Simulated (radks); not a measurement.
The numbers below are computed, except where a source is named.
Numerical settings for the beryllium ion Be3+, 1s1. Code: a radial shooting solver on a logarithmic mesh with Libxc functionals. Model: non-relativistic Kohn-Sham, BLYP, spin-polarised, spherical densities, point nucleus; open shells are filled with parallel spins first. The defaults (mesh step 0.008 in ln r, mesh end at 40 bohr or more with all orbitals vanishing there, Anderson mixing 0.5 over 9 steps, residual threshold near 1e-9 with the energy settled to 1e-9 hartree or 1e-11 of itself, here a cap of 64 iterations) give E = -7.9896 hartree and 1s at -192.51 eV in 13 iterations. Run on one thread of a shared host, so times are rough (Arm Neoverse V2): 0.03 s of CPU time, 0.03 s wall, 13 iterations on 2476 mesh points. Changes against that run (0 stands for a change within the tolerance of the run):

setting,iterations,converged,E (mhartree),e(1s) (meV),CPU (s)
mesh step in ln r 0.03,13,yes,0,0,0.01
mesh step in ln r 0.012,13,yes,0,0,0.02
mesh step in ln r 0.05,13,yes,0,0,0.01
mesh end (bohr) 8,13,yes,0,0,0.03
mesh end (bohr) 400,13,yes,0,0,0.03
residual threshold 1e-05,7,yes,0,+0.00449,0.02
residual threshold 1e-16,64,no,0,0,0.12
mixing 0.05,13,yes,0,0,0.03
"linear mixing, mixing 0.2",64,no,0,-0.0187,0.1
"linear mixing, mixing 0.05",64,no,+0.00102,-981,0.11
mixing history 2,13,yes,0,0,0.02
iteration cap 5,5,no,0,-0.541,0.01

No run marked as converged misses the energy by more than 1 mhartree. A mesh that ends early acts as a hard wall.
